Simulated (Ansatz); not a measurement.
Basis-set extrapolation for C2H7NOSi (`C=N[SiH](C)O`) (PBE0-D4/def2-TZVP geometry, frozen core, Ansatz 0.2.0). Multiplicity 1, RHF reference.

```json
{"": "HF", "def2-TZVPP": "-498.222100", "def2-QZVPP": "-498.241499"}
{"": "MP2 correlation", "def2-TZVPP": "-0.898109", "def2-QZVPP": "-0.962913"}
{"": "CCSD(T) correlation", "def2-TZVPP": "-0.974850", "def2-QZVPP": "not run"}
```

Energies in hartree. Use E(X) = E(∞) + A·exp(−7.88·√X) for Hartree–Fock and E(X) = E(∞) + B·X^(−2.97) for correlation, with X = 3 and 4, and add CCSD(T) minus MP2 of the smaller set to the MP2 limit.

Problem. What is the CCSD(T) energy at the basis-set limit?

Solution. HF limit: -498.241499 + (-0.019399) × 0.13774 = -498.24417. MP2 limit: -0.962913 + (-0.064804) × 0.74074 = -1.01092. Higher-order term: -0.974850 − (-0.898109) = -0.07674. Total: -499.33183 hartree, 354.1 kJ/mol below CCSD(T)/def2-TZVPP.
